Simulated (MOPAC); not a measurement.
A run for MOPAC: PM7 on SiN+, 2S+1 = 3, a spin state set in the input, which need not be the lowest, a point of a bond scan (R = 1.660 Å). Charge +1.

```
PM7 1SCF PRECISE CHARGE=1 UHF MS=1 THREADS=1
NSi

N      0.00000000 1     0.00000000 1     0.00000000 1
Si     0.00000000 1     0.00000000 1     1.66026200 1
```

Program output:

```
*******************************************************************************
 **                                                                           **
 **                              MOPAC v23.2.5                                **
 **                                                                           **
 *******************************************************************************
 ** MOPAC's Digital Object Identifier: https://doi.org/10.5281/zenodo.6511958 **
 **                                                                           **
 ** Please cite the open-source release paper for use of this MOPAC version:  **
 ** J. E. Moussa and J. J. P. Stewart (2026)                                  **
 ** MOPAC: An open-source semiempirical molecular orbital program             **
 ** J. Open Source Softw., 11(119), 8025, https://doi.org/10.21105/joss.08025 **
 *******************************************************************************

                              PM7 CALCULATION RESULTS

 *******************************************************************************
 *  PM7        - The PM7 Hamiltonian to be used
 *  UHF        - UNRESTRICTED HARTREE-FOCK CALCULATION
 *
 *
 *
 *                 CHARGE ON SYSTEM = +1
 *
 *
 *
 *  MS=        - IN MECI, MAGNETIC COMPONENT OF SPIN =  1.0
 *  PRECISE    - TIGHTER CRITERIA TO BE USED
 *  1SCF       - DO 1 SCF AND THEN STOP
 *  THREADS=1  - MULTI-THREADING NOT USED
 *  T=         - A TIME OF 172800.0 SECONDS REQUESTED
 *  DUMP=N     - RESTART FILE WRITTEN EVERY 7200.0 SECONDS REQUESTED
 *******************************************************************************
PM7 1SCF PRECISE CHARGE=1 UHF MS=1 THREADS=1
 NSi

   ATOM   CHEMICAL          X               Y               Z
  NUMBER   SYMBOL      (ANGSTROMS)     (ANGSTROMS)     (ANGSTROMS)

     1       N          0.00000000  *   0.00000000  *   0.00000000  *
     2      Si          0.00000000  *   0.00000000  *   1.66026200  *



          CARTESIAN COORDINATES

    NO.       ATOM           X           Y           Z

     1         N          0.0000      0.0000      0.0000
     2        Si          0.0000      0.0000      1.6603

 General Reference for PM7:
 "Optimization of Parameters for Semiempirical Methods VI: More Modifications to the
 NDDO Approximations and Re-optimization of Parameters", J. J. P. Stewart, J. Mol. Mod., 1:32, 19 (2013)
 https://link.springer.com/article/10.1007/s00894-012-1667-x

           Empirical Formula: N Si  =     2 atoms



      MOLECULAR POINT GROUP   :   C*v


          UHF CALCULATION, NO. OF ALPHA ELECTRONS =    5
                           NO. OF BETA  ELECTRONS =    3

 -------------------------------------------------------------------------------
 PM7 1SCF PRECISE CHARGE=1 UHF MS=1 THREADS=1
 NSi



     1SCF WAS SPECIFIED, SO BFGS WAS NOT USED
     SCF FIELD WAS ACHIEVED


                              PM7 CALCULATION
                                                       MOPAC v23.2.5 Linux




          FINAL HEAT OF FORMATION =        365.20623 KCAL/MOL =    1528.02285 KJ/MOL


          COSMO AREA              =         84.05 SQUARE ANGSTROMS
          COSMO VOLUME            =         70.72 CUBIC ANGSTROMS

          IONIZATION POTENTIAL    =         16.498035 EV
          ALPHA SOMO LUMO (EV)    =        -19.288 -7.321
          BETA  SOMO LUMO (EV)    =        -16.498 -9.497
          NO. OF ALPHA ELECTRONS  =          5
          NO. OF BETA  ELECTRONS  =          3
          MOLECULAR WEIGHT        =         42.0922         POINT GROUP:  C*v

          MOLECULAR DIMENSIONS (Angstroms)

            Atom       Atom       Distance
           Si     2    N     1     1.66026
           Si     2    N     1     0.00000
            N     1   Si     2     0.00000


          SCF CALCULATIONS        =          1





   ATOM   CHEMICAL          X               Y               Z
  NUMBER   SYMBOL      (ANGSTROMS)     (ANGSTROMS)     (ANGSTROMS)

     1       N          0.00000000  *   0.00000000  *   0.00000000  *
     2      Si          0.00000000  *   0.00000000  *   1.66026200  *

                             CARTESIAN COORDINATES

   1    N        0.000000000     0.000000000     0.000000000
   2   Si        0.000000000     0.000000000     1.660262000


           Empirical Formula: N Si  =     2 atoms



      MOLECULAR POINT GROUP   :   C*v


          ALPHA EIGENVALUES
 -39.83585 -23.22386 -20.51246 -19.50210 -19.28800  -7.32069  -7.26567  -5.08507
  19.67046  19.67984  19.84628  20.04127  20.52872


           BETA EIGENVALUES
 -35.07361 -20.40205 -16.49804  -9.49748  -8.91567  -7.23838  -5.79132  -3.69391
  19.52288  19.52300  20.05202  20.11023  20.62447


              NET ATOMIC CHARGES AND DIPOLE CONTRIBUTIONS

  ATOM NO.   TYPE          CHARGE      No. of ELECS.   s-Pop       p-Pop       d-Pop
    1          N          -0.076064        5.0761     1.81877     3.25729
    2         Si           1.076064        2.9239     1.83965     1.01576     0.06852
 DIPOLE           X         Y         Z       TOTAL
 POINT-CHG.     0.000     0.000     3.260     3.260
 HYBRID        -0.000     0.000    -0.730     0.730
 SUM           -0.000     0.000     2.530     2.530


          ATOMIC ORBITAL ELECTRON POPULATIONS

     Atom    s        px        py        pz      x^2-y^2     xz        z^2       yz        xy
    1  N   1.81877   1.44561   0.93384   0.87784
    2 Si   1.83965   0.53334   0.05502   0.42739   0.00004   0.02104   0.03630   0.01114   0.00000


                    (SZ)    =    1.000000
                    (S**2)  =    2.227025


          ATOMIC ORBITAL SPIN POPULATIONS

    Atom   Total    s     px     py     pz   x^2-y^2  xz     z^2    yz     xy
         Atomic
    1  N  2.1060  0.055  0.381  0.934  0.736
    2 Si -0.1060 -0.029 -0.384  0.055  0.244  0.000  0.002 -0.005  0.011  0.000

 **********************
 *                    *
 * JOB ENDED NORMALLY *
 *                    *
 **********************




 == MOPAC DONE ==
```

The run finished. Its determinant has ⟨S²⟩ = 2.23, a mixture of spin states.

Cost: about 0.020 core-seconds (a rough figure).
